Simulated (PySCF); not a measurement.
## Heteronuclear NMR

Bonds (- single, = double, # triple, : aromatic): N1-C2 1.375 Å, C2:C3 1.397 Å, C3:C4 1.380 Å, C4:C5 1.385 Å, C5:C6 1.385 Å, C6-Cl7 1.731 Å, C6:C8 1.381 Å, C8:C2 1.396 Å. N1 carries H9, H10; C3 carries H11; C4 carries H12; C5 carries H13; C8 carries H14.

Computational details: shielding tensors at PBE0/pcSseg-1 (GIAO), GFN2-xTB structure, in PySCF (single conformer, isolated molecule, averaged over atoms made equivalent by symmetry, fast rotation or ring inversion, non-relativistic Hamiltonian).

Q: Where does ¹⁵N resonate?

A: 
| atoms | environment | σ (ppm) | δ (ppm) |
| --- | --- | --- | --- |
| N1 | aniline-type nitrogen | 190.9 | -323.9 |

Shieldings were converted by a linear fit to measured shifts: ¹⁵N: δ = -148.07 − 0.921σ (rms 6.3 ppm, 71 shifts vs CH3NO2, solution or neat liquid). Occasional misses reach two or three times the rms, and more in compound classes unlike the fitted ones.

On a 600 MHz spectrometer ¹⁵N resonates near 60.8 MHz, so 1 ppm is 60.8 Hz.
